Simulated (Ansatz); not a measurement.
A set of 12 reactions (atomization), with CCSD(T)/CBS values in kJ/mol:

```
                                           reaction      ΔE
             `CB(O)CN` → B• + 2 C• + 8 H• + N• + O•  5058.2
           `[SiH3]SCC=S` → 2 C• + 6 H• + 2 S• + Si•  3795.2
      `C#C[Si](Cl)(Cl)Cl` → 2 C• + 3 Cl• + H• + Si•  2804.4
`[CH3][In]([NH2])[Cl]` → C• + Cl• + 5 H• + In• + N•  2899.1
          `O[SiH2]O[SiH](O)O` → 6 H• + 4 O• + 2 Si•  4771.7
                        `FBBF` → 2 B• + 2 F• + 2 H•  2356.6
          `C=C([SiH3])Br` → Br• + 2 C• + 5 H• + Si•  3113.5
   `C[SiH](F)B[SiH3]` → B• + C• + F• + 8 H• + 2 Si•  4432.6
 `[F][Al]1[NH][SiH2]1` → Al• + F• + 3 H• + N• + Si•  2337.6
                     `c1ccc2c(c1)CC2` → 8 C• + 8 H•  7520.7
                    `[Cl][GeH3]` → Cl• + Ge• + 3 H•  1289.9
                     `C=COCOC` → 4 C• + 8 H• + 2 O•  5611.8
```

Computed with Ansatz on PBE0-D4/def2-TZVP structures; ΔE is electronic, products minus reactants. CCSD(T)/CBS is the MP2 limit (def2-TZVPP, def2-QZVPP) plus CCSD(T) − MP2 in def2-TZVPP, frozen cores. This one scheme is used for every species, atoms too. DFT in def2-TZVPP. B3LYP here is the variant with VWN-RPA as its local correlation; programs differ in this. No spin–orbit coupling; open shells (•) take unrestricted orbitals. Spin–orbit coupling would lower the free atoms: a little for Al, B, C, Cl, F, O, S, Si; clearly for Br, Ge; strongly for In. Elements past krypton have def2 core potentials. For Br, Ge, In outer-core shells are correlated without core-valence functions, so the limit isn't a true one: a few kJ/mol of doubt a bond, and 10 to 20 or more in all where bonds break to atoms. Scalar relativity is left out up to krypton. One conformer a species, not always the lowest.

Task: Give the mean, mean absolute and largest difference (level minus CCSD(T)/CBS, kJ/mol) for: PBE-D4, r2SCAN-D4, ωB97M-V, B2PLYP, PBE, PBE0, B3LYP, HF/def2-TZVPP, MP2/def2-TZVPP, CCSD/def2-TZVPP, CCSD(T)/def2-TZVPP, HF/def2-QZVPP, MP2/def2-QZVPP, CCSD/CBS(def2). (An estimate is asked.)

Result: Ansatz gave: 
```tsv
level	mean	mean absolute	largest
PBE-D4	70.4	79.4	306.0
r2SCAN-D4	11.6	23.6	81.8
ωB97M-V	9.4	18.3	48.4
B2PLYP	-43.6	45.0	-94.2
PBE	48.3	65.7	263.4
PBE0	-15.4	43.1	-146.9
B3LYP	-44.9	46.8	-113.9
HF/def2-TZVPP	-1025.4	1025.4	-1918.4
MP2/def2-TZVPP	-25.5	44.5	-82.8
CCSD/def2-TZVPP	-162.5	162.5	-306.6
CCSD(T)/def2-TZVPP	-102.1	102.1	-169.0
HF/def2-QZVPP	-1019.5	1019.5	-1912.7
MP2/def2-QZVPP	35.2	42.8	137.1
CCSD/CBS(def2)	-60.3	60.3	-137.6
```

The largest T1 diagnostic in the set is 0.018, for Al• (customary mark 0.045).

CCSD(T)/CBS is a level of theory with its own doubt, and the functionals carry their triple-zeta basis error, so these figures describe this set and don't rank the functionals.
